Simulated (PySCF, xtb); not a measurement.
TeCl₃, SMILES [Te+](Cl)(Cl)Cl, charge +1.

Harmonic wavenumbers (cm⁻¹) from GFN2-xTB in xtb at its own minimum, in rising order: 108, 108, 136, 359, 359, 389.

Q: What does PBE-D3(BJ)/def2-SVP run with PySCF give at its own minimum? (The exact figures need the calculation; the answer reports its results.)

A: 116, 116, 143, 387, 387, 388. Paired by order, the mean absolute difference is 14 cm⁻¹ and the zero-point energies are 2.1 and 2.2 kcal/mol.
